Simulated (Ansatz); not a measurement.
Computed with Ansatz on PBE0-D4/def2-TZVP structures; ΔE is electronic, products minus reactants. CCSD(T)/CBS adds triple-zeta CCSD(T) − MP2 to the extrapolated MP2 energy (def2 sets, frozen cores). This one scheme is used for every species. One conformer a species, not always the lowest.

Reaction (ligand exchange at the Si–N bond): `CN[Si](F)(F)F` + `C=CS` → `C=CS[Si](F)(F)F` + CH₃NH₂

| species | HF/def2-TZVPP energy (Eh) |
| --- | --- |
| `CN[Si](F)(F)F` | -682.34055 |
| `C=CS` | -475.60849 |
| `C=CS[Si](F)(F)F` | -1062.67748 |
| CH₃NH₂ | -95.25712 |

Q: Work out ΔE.

A: ΔE = (-1062.67748) + (-95.25712) − (-682.34055) − (-475.60849) = 0.01444 Eh = +0.39 eV. CCSD(T)/CBS gives +0.24 eV.

Largest T1 diagnostic among the species: 0.012.

The D4 term adds −0.06 eV with B3LYP and −0.03 eV with PBE0; it sums over pairs of atoms, weighted by their polarisabilities, and B3LYP, whose exchange is more repulsive, gets the larger term. In def2-TZVPP, CCSD(T) changes the Hartree–Fock value by −0.12 eV (the triples alone add −0.03 eV) and MP2 by −0.15 eV. From PBE to PBE0 (25 % exact exchange), in def2-TZVPP and without D4, ΔE moves by +0.03 eV.

B3LYP here is the variant with VWN-RPA as its local correlation; programs differ in this.
